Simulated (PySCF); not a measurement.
Mg(iPr)(OH) (C3H8MgO), SMILES C[CH]([Mg][OH])C. Atoms are numbered in the order given.

```xyz
13

Mg     1.0715    -0.1056     0.0000
C     -1.0299    -0.3894     0.0000
C     -1.7080     0.1644     1.2604
C     -1.7080     0.1644    -1.2604
H     -1.1823    -1.4888     0.0000
H     -2.8005    -0.0305     1.2558
H     -1.5927     1.2602     1.3477
H     -1.3104    -0.2764     2.1909
H     -1.3104    -0.2764    -2.1909
H     -2.8005    -0.0305    -1.2558
H     -1.5927     1.2602    -1.3477
O      2.8293     0.1191     0.0000
H      3.7719     0.2609     0.0000
```
Charge 0, spin multiplicity 1.

The structure is a stationary point at r2SCAN-D4/def2-SVP. The values are those of a single conformer.

Level of theory: TDA-PBE/def2-SVPD run with PySCF.

Vertical excitations. Isolated molecule, no solvent. State labels are in the subgroup Cs.

Computed excitation energies, oscillator strengths and character:
```json
[
 {"state": "S1", "symmetry": "A'", "energy (eV)": "4.43", "λ (nm)": "280", "f": "0.167", "main pairs": "HOMO→LUMO 94 %"},
 {"state": "S2", "symmetry": "A'", "energy (eV)": "4.81", "λ (nm)": "258", "f": "0.010", "main pairs": "HOMO−1→LUMO 81 %, HOMO→LUMO+1 18 %"},
 {"state": "S3", "symmetry": "A\"", "energy (eV)": "4.81", "λ (nm)": "258", "f": "0.012", "main pairs": "HOMO−2→LUMO 90 %"},
 {"state": "S4", "symmetry": "A'", "energy (eV)": "4.93", "λ (nm)": "252", "f": "0.084", "main pairs": "HOMO→LUMO+1 80 %, HOMO−1→LUMO 18 %"},
 {"state": "S5", "symmetry": "A\"", "energy (eV)": "4.98", "λ (nm)": "249", "f": "0.092", "main pairs": "HOMO→LUMO+2 89 %"},
 {"state": "S6", "symmetry": "A'", "energy (eV)": "5.32", "λ (nm)": "233", "f": "0.029", "main pairs": "HOMO→LUMO+3 100 %"},
 {"state": "S7", "symmetry": "A\"", "energy (eV)": "5.70", "λ (nm)": "217", "f": "0.000", "main pairs": "HOMO−2→LUMO+1 99 %"},
 {"state": "S8", "symmetry": "A'", "energy (eV)": "5.72", "λ (nm)": "217", "f": "0.000", "main pairs": "HOMO−1→LUMO+1 54 %, HOMO−2→LUMO+2 46 %"},
 {"state": "S9", "symmetry": "A\"", "energy (eV)": "5.74", "λ (nm)": "216", "f": "0.000", "main pairs": "HOMO−1→LUMO+2 99 %"},
 {"state": "S10", "symmetry": "A'", "energy (eV)": "6.19", "λ (nm)": "200", "f": "0.021", "main pairs": "HOMO−1→LUMO+3 71 %, HOMO−2→LUMO+2 14 %, HOMO−1→LUMO+1 12 %"},
 {"state": "T1", "symmetry": "A'", "energy (eV)": "3.52", "λ (nm)": "352", "f": "0", "main pairs": "HOMO→LUMO 99 %"},
 {"state": "T2", "symmetry": "A'", "energy (eV)": "4.57", "λ (nm)": "272", "f": "0", "main pairs": "HOMO→LUMO+1 51 %, HOMO−1→LUMO 48 %"},
 {"state": "T3", "symmetry": "A\"", "energy (eV)": "4.59", "λ (nm)": "270", "f": "0", "main pairs": "HOMO−2→LUMO 78 %, HOMO→LUMO+2 21 %"},
 {"state": "T4", "symmetry": "A'", "energy (eV)": "4.64", "λ (nm)": "267", "f": "0", "main pairs": "HOMO−1→LUMO 52 %, HOMO→LUMO+1 47 %"}
]
```
Triplets are in the Tamm–Dancoff approximation.
